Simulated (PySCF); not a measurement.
# Two-component Hartree-Fock for Ne (neon, neutral)

Start: [Ne]. Calculated with PySCF 2.14 in x2c-TZVPPall-2c: generalised Hartree-Fock with the X2C-1e Hamiltonian and a Gaussian nucleus; one run each with spin-orbit coupling (SO) switched off, then screened by Boettger's factors.

```json
{"spinor shell": "1s1/2", "electrons": "2", "ε, spin-free (eV)": "-892.82", "ε, screened SO (eV)": "-892.82", "weight of nominal j (screened SO)": "1.000", "rms radius, screened SO (bohr)": "0.183"}
{"spinor shell": "2s1/2", "electrons": "2", "ε, spin-free (eV)": "-52.626", "ε, screened SO (eV)": "-52.626", "weight of nominal j (screened SO)": "1.000", "rms radius, screened SO (bohr)": "0.982"}
{"spinor shell": "2p1/2", "electrons": "2", "ε, spin-free (eV)": "-23.088", "ε, screened SO (eV)": "-23.171", "weight of nominal j (screened SO)": "1.000", "rms radius, screened SO (bohr)": "1.10"}
```

Where does 2p3/2 lie, and what is the 2p spin-orbit splitting (screened SO)?

At -23.046 eV, 0.125 eV above 2p1/2.

```csv
quantity,spin-free,screened SO
E (hartree),-128.67891,-128.67892
M_J,0,0
⟨J²⟩,0.000,0.000
⟨L²⟩,0.000,0.000
⟨S²⟩,0.000,0.000
```

Without spin-orbit coupling the j labels of p, d and f shells carry no meaning; the spin-free column gives the mean over the occupied spinors of each nl shell.
